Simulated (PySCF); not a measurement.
Working out the ionisation energy of Ga⁺

Ga⁺ [Ar] 3d10 4s2 (1S) → Ga²⁺ [Ar] 3d10 4s1 (2S). Calculation: PySCF 2.14, in x2c-QZVPPall with one added diffuse shell each of s, p, d, f type (12s8p6d5f1g, 110 functions); the spin-free X2C one-electron Hamiltonian (Gaussian nucleus). Frozen: [Ne]. Energies in hartree (1 hartree = 27.21139 eV):

| part | Ga⁺ (lower) | Ga²⁺ (upper) |
| --- | --- | --- |
| UHF | -1942.027472 | -1941.338430 |
| MP2 opposite-spin | -0.539093 | -0.493691 |
| MP2 same-spin | -0.273007 | -0.258701 |

Question: What does Hartree-Fock give?

Answer: (-1941.338430) − (-1942.027472) = 0.689042 hartree = 18.750 eV.

Question: What do MP2 and SCS-MP2 (6/5 opposite-spin, 1/3 same-spin) give?

Answer: The opposite-spin parts differ by 1.235 eV and the same-spin parts by 0.389 eV. MP2: 18.750 + (1.235) + (0.389) = 20.374 eV. SCS-MP2: 18.750 + 1.2 × (1.235) + (0.389)/3 = 20.362 eV.

Measured between the centres of the two terms (NIST): 20.515 eV, so MP2 (valence and next inner shell) is off by -0.141 eV.

What remains against the reference includes basis incompleteness, the frozen core and correlation beyond second order.
